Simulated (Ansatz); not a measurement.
Dibenzothiophene S,S-dioxide (C12H8O2S), relaxed as a singlet with RKS PBE-D4/def2-SVP in Ansatz, starting from the GFN2-xTB geometry. Force threshold 0.03 eV/Å.

Start:

```xyz
23

O    -0.702    2.027    2.248
S     0.285    1.094    1.778
O     1.476    0.934    2.568
C    -0.461   -0.498    1.406
C    -1.035   -1.388    2.283
C    -1.558   -2.570    1.773
C    -1.491   -2.832    0.414
C    -0.907   -1.930   -0.461
C    -0.383   -0.743    0.038
C     0.268    0.325   -0.722
C     0.493    0.360   -2.094
C     1.131    1.459   -2.648
C     1.544    2.519   -1.856
C     1.326    2.493   -0.484
C     0.693    1.399    0.055
H    -1.070   -1.159    3.336
H    -2.015   -3.285    2.439
H    -1.900   -3.754    0.029
H    -0.860   -2.151   -1.516
H     0.179   -0.457   -2.724
H     1.309    1.488   -3.713
H     2.035    3.369   -2.306
H     1.643    3.302    0.155
```

```tsv
step	energy (eV)	largest force component (eV/Å)	SCF passes
1	-27462.5408	2.694	23
2	-27462.7935	1.391	22
3	-27462.8440	0.210	22
4	-27462.8451	0.151	24
5	-27462.8459	0.007	23
```

Force components are those of the run's own axes.

End:

Cartesian coordinates in Å:
```
O -0.747 2.050 2.237
S 0.287 1.095 1.781
O 1.522 0.907 2.574
C -0.459 -0.503 1.389
C -1.036 -1.377 2.307
C -1.570 -2.581 1.816
C -1.514 -2.875 0.441
C -0.927 -1.978 -0.467
C -0.389 -0.770 0.007
C 0.268 0.307 -0.761
C 0.507 0.373 -2.144
C 1.153 1.499 -2.678
C 1.565 2.560 -1.851
C 1.333 2.510 -0.465
C 0.690 1.384 0.044
H -1.069 -1.128 3.378
H -2.034 -3.297 2.511
H -1.936 -3.821 0.071
H -0.891 -2.222 -1.539
H 0.191 -0.448 -2.804
H 1.341 1.552 -3.761
H 2.070 3.434 -2.288
H 1.647 3.328 0.201
```

By distances, no bond broke or formed. The bond that changes most is S2–O3, from 1.44 to 1.48 Å (atoms count from 1).

No frequencies were taken in this run, so the end may be a saddle point.

Hardware: 4 threads of Arm Neoverse V2 on a shared host. Wall time 23 s.
